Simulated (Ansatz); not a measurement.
Species: C4H12Si, charge 0, multiplicity 1. SMILES: C[Si](C)(C)C
Structure (B3LYP-D3(BJ)/def2-TZVP (Ansatz, a quantum-chemistry and plane-wave program) minimum search):
```
Si
C 1 1.8800
H 2 1.0926 1 111.21
H 2 1.0926 3 107.68 1 -122.07
H 2 1.0926 3 107.68 4 -115.86
C 1 1.8800 2 109.47 3 180.00
H 6 1.0926 1 111.21 2 -60.00
H 6 1.0926 7 107.68 1 122.07
H 6 1.0926 7 107.68 8 115.86
C 1 1.8800 2 109.47 3 60.00
H 10 1.0926 1 111.21 2 60.00
H 10 1.0926 11 107.68 1 -122.07
H 10 1.0926 11 107.68 12 -115.86
C 1 1.8800 2 109.47 3 -60.00
H 14 1.0926 1 111.21 2 60.00
H 14 1.0926 15 107.68 1 122.07
H 14 1.0926 15 107.68 16 115.86
```

Atomisation energy built up term by term with Ansatz (kcal/mol; UHF references for open shells; valence terms freeze the core; atomic spin-orbit terms are left out). CBS marks a two-point X^-3 extrapolation of the correlation energy; Hartree-Fock from the larger set.

| term | basis | kcal/mol |
|---|---|---|
| Hartree-Fock | cc-pV(Q+d)Z | … |
| CCSD correlation | CBS(cc-pV(T+d)Z,cc-pV(Q+d)Z) | 337.17 |
| (T) | CBS(cc-pV(T+d)Z,cc-pV(Q+d)Z) | … |
| core correlation | cc-pwCVTZ | 4.89 |
| scalar relativity (X2C) | cc-pVTZ-DK against cc-pVTZ | -1.45 |
| sum: De |  | … |

**Question.** What belongs in the gaps?

**Answer.** 
- Hartree-Fock, kcal/mol: 1188.14
- (T), kcal/mol: 16.97
- sum: De, kcal/mol: 1545.7
